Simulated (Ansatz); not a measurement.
Ansatz (an electronic-structure program) input (B3LYP/6-31G**): The .json file is the Basis Set Exchange's 6-31G**.

Ansatz 0.2 input:
```yaml
crystal:
  periodic: [false, false, false]
  atoms:
    - {symbol: N, position_ang: [1.38397500, -0.41132400, 0.37474900]}
    - {symbol: B, position_ang: [0.11002600, -0.03673200, 0.01435600]}
    - {symbol: N, position_ang: [-1.15461700, -0.83298900, -0.01215600]}
    - {symbol: O, position_ang: [-0.14619000, 1.30553500, -0.44950800]}
    - {symbol: H, position_ang: [1.45996500, -1.37931900, 0.68127400]}
    - {symbol: H, position_ang: [-1.99688800, -0.28178200, 0.09352400]}
    - {symbol: H, position_ang: [-1.17347300, -1.60597300, 0.63637900]}
    - {symbol: H, position_ang: [0.72427200, 1.71664800, -0.42504000]}
basis:
  gaussian:
    orbitals: 6-31G__.json
hamiltonian:
  xc: {name: B3LYP}
total_charge: -1
output: {forces: true}
```

Output:

```
Functional definition: B3LYP
integrals: 0.03 GiB planned
751 factors; integrals over basis functions are off by at most 1.2e-3 eV
mean field: 0.23 GiB planned
mean field evaluation 1: about -5764.7316 eV, gradient 5.6e1 eV
mean field evaluation 2: about -5753.7231 eV, gradient 8.6e1 eV
mean field evaluation 4: about -5770.9032 eV, gradient 4.0e0 eV
mean field evaluation 8: about -5770.9336 eV, gradient 2.5e-1 eV
mean field evaluation 16: about -5770.9337 eV, gradient 7.2e-6 eV
mean field -5770.93372252 eV, -212.0779026233 hartree, gradient 7.2e-6 eV, S^2 0.000000; 0 other end points of the search recorded, 0 dependent functions left out
the calculation of the forces begins
reference -5770.93388815 eV, -212.0779087101 hartree; 16, 16 occupied and 64, 64 virtual orbitals, 751 factors
Total energy: -5770.93388815 eV, -212.0779087101 hartree
Atom 0 at     1.383975    -0.411324     0.374749 Å, force     0.187112     0.400669    -0.099157 eV/Å
Atom 1 at     0.110026    -0.036732     0.014356 Å, force     0.259379    -0.123201     0.163683 eV/Å
Atom 2 at    -1.154617    -0.832989    -0.012156 Å, force    -0.055292    -0.077781    -0.357108 eV/Å
Atom 3 at    -0.146190     1.305535    -0.449508 Å, force    -0.278784     0.138701    -0.087234 eV/Å
Atom 4 at     1.459965    -1.379319     0.681274 Å, force    -0.117744    -0.283190     0.068864 eV/Å
Atom 5 at    -1.996888    -0.281782     0.093524 Å, force    -0.135082     0.084973     0.095883 eV/Å
Atom 6 at    -1.173473    -1.605973     0.636379 Å, force    -0.005005    -0.067396     0.173209 eV/Å
Atom 7 at     0.724272     1.716648    -0.425040 Å, force     0.145416    -0.072775     0.041861 eV/Å
Dipole moment:    -0.581903     0.016091     0.128662 e Å
```

The dipole moment of an ion depends on the origin.

The geometry given is a B3LYP-D3(BJ)/def2-TZVP minimum.
